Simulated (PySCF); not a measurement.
PySCF input for GaH2, SMILES [GaH2-] (connectivity only; charge and spin as stated), charge -1, multiplicity 1, B3LYP/pcSseg-2. Coordinates come from a PBE0-D3(BJ)/def2-TZVPD optimisation.

```python
import numpy as np
from pyscf import gto, scf, dft
from pyscf.prop.nmr import rks as nmr

mol = gto.M(
    atom='''
    Ga   -0.00000000   -0.00000000   -0.07176930
    H     0.00000000    1.23564127    1.11242411
    H     0.00000000   -1.23564126    1.11242413
    ''',
    basis='pcSseg-2',
    charge=-1,
    spin=0,
    max_memory=1600,
    verbose=3,
)
mf = dft.RKS(mol, xc='b3lyp')
mf.grids.level = 3
mf.conv_tol = 1e-10
mf.max_cycle = 100
mf.kernel()
n = nmr.NMR(mf)
n.verbose = 2
n.max_cycle_cphf = 60
sigma = n.kernel()
print('atom   isotropic/ppm   span/ppm')
for i, s in enumerate(sigma):
    w = np.linalg.eigvalsh((s + s.T) / 2)
    print(f'{mol.atom_symbol(i):2s}{i + 1:3d} {w.mean():14.3f} {w[2] - w[0]:11.3f}')
```

It prints:

```
converged SCF energy = -1926.13211292716
atom   isotropic/ppm   span/ppm
Ga  1        702.862    2897.070
H   2         19.212      18.482
H   3         19.212      18.482
```

Self-consistency was reached.
